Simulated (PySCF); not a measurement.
Compound: C5H12NOP.
Z-matrix (Å and degrees, PBE0-D3(BJ)/def2-SVP geometry), rows numbered from 1:
```
C 
O   1  1.4071
C   2  1.3379  1  116.80
P   3  1.6860  2  127.05  1  -174.46
C   4  1.8736  3  101.09  2     0.50
N   5  1.4447  4  110.47  3   152.26
C   6  1.4394  5  112.81  4   160.24
C   6  1.4397  5  112.76  4   -71.13
H   1  1.1036  2  111.33  3    62.49
H   1  1.1038  2  111.25  3   -59.43
H   1  1.0973  2  107.19  3  -178.46
H   3  1.1019  2  115.15  1     6.52
H   5  1.1129  4  110.47  3    25.78
H   5  1.1029  4  106.79  3   -89.78
H   7  1.1149  6  113.42  5    64.30
H   7  1.1010  6  110.23  5   -56.60
H   7  1.1014  6  109.96  5  -175.24
H   8  1.1151  6  113.08  5   -65.87
H   8  1.1018  6  110.08  5    54.41
H   8  1.1010  6  110.23  5   173.21
```

All values: PBE0/pcSseg-1 and CAM-B3LYP/def2-SVPD (PySCF, non-relativistic), on one gas-phase PBE0-D3(BJ)/def2-SVP geometry that isn't relaxed in the solvent. The solvent is an IEF-PCM continuum (van der Waals radii × 1.2). Specific hydrogen bonds and non-electrostatic terms are outside this model.

Gas phase at PBE0/pcSseg-1: HOMO -5.92 eV, LUMO -0.83 eV, dipole 3.08 D.

Problem. What does the continuum do to the energy, the frontier levels and the dipole at PBE0/pcSseg-1 in dichloromethane and acetonitrile?

Solution. 
| solvent | ε | E(solvent) − E(gas) (kcal/mol) | polarisation term (kcal/mol) | distortion of the solute (kcal/mol) | HOMO (eV) | LUMO (eV) | dipole (D) |
| --- | --- | --- | --- | --- | --- | --- | --- |
| dichloromethane | 8.93 | -4.91 | -5.78 | 0.87 | -6.07 | -0.95 | 4.04 |
| acetonitrile | 35.69 | -5.73 | -6.95 | 1.22 | -6.10 | -0.98 | 4.21 |

The first energy column is the sum of the next two and covers electrostatics alone. From dichloromethane to acetonitrile the lowering changes by a factor 1.17, Onsager's factor (ε − 1)/(2ε + 1) by 1.14 and ε itself by 4.0.

Problem. Which radius a makes the point-dipole formula ΔE = −[(ε − 1)/(2ε + 1)]·μ²/a³ give the value in acetonitrile, with the gas-phase dipole?

Solution. μ = 1.212 au and |ΔE| = 0.00914 Eh give a = 2.25 Å; the farthest nucleus lies 4.42 Å from the centroid of the nuclei, so such a sphere wouldn't even hold the nuclei. The formula assumes a rigid point dipole at the centre of a sphere.

Problem. Which Mulliken charges (PBE0/pcSseg-1) respond most in acetonitrile (means over atoms taken as equivalent)?

Solution. 
```
     atoms                  environment  gas (e)  solvent (e)  change
        P4     phosphorus bonded to 2 C   +0.257       +0.161  -0.096
       H12           hydrogen on carbon   +0.132       +0.162  +0.030
        N6      tertiary amine nitrogen   -0.589       -0.617  -0.028
        C3  carbon bonded to O, P and H   -0.133       -0.108  +0.025
H9/H10/H11              methyl hydrogen   +0.120       +0.134  +0.014
        O2                 ether oxygen   -0.428       -0.440  -0.012
```

Problem. How do the nuclear quadrupole coupling constants eQVzz/h respond in acetonitrile?

Solution. 
```json
{"nucleus": "17O at O2", "Q (barn)": "-0.0256", "gas (MHz)": "-11.19", "solvent (MHz)": "-10.89", "η gas": "0.54", "η solvent": "0.48"}
{"nucleus": "14N at N6", "Q (barn)": "0.02044", "gas (MHz)": "-6.43", "solvent (MHz)": "-6.31", "η gas": "0.04", "η solvent": "0.04"}
```

Gas phase at CAM-B3LYP/def2-SVPD: HOMO -7.34 eV, LUMO 0.19 eV, dipole 2.89 D.

Problem. What does the continuum do to the energy, the frontier levels and the dipole at CAM-B3LYP/def2-SVPD in acetonitrile?

Solution. 
| solvent | ε | E(solvent) − E(gas) (kcal/mol) | polarisation term (kcal/mol) | distortion of the solute (kcal/mol) | HOMO (eV) | LUMO (eV) | dipole (D) |
| --- | --- | --- | --- | --- | --- | --- | --- |
| acetonitrile | 35.69 | -5.47 | -6.77 | 1.30 | -7.48 | 0.08 | 4.09 |

Problem. How does the static polarisability (CAM-B3LYP/def2-SVPD, frozen core, with the continuum's full static response) change?

Solution. 
```csv
medium,isotropic (au),principal values (au),⟨r²⟩ of the electrons (bohr²)
gas,108.3,"86.5, 97.8, 140.6",1709.9
acetonitrile,150.5,"123.5, 141.4, 186.7",1707.2
```

The isotropic value in acetonitrile is 1.39 times the gas-phase one; no cavity-field correction is applied. ⟨r²⟩ is taken about the centre of nuclear charge.
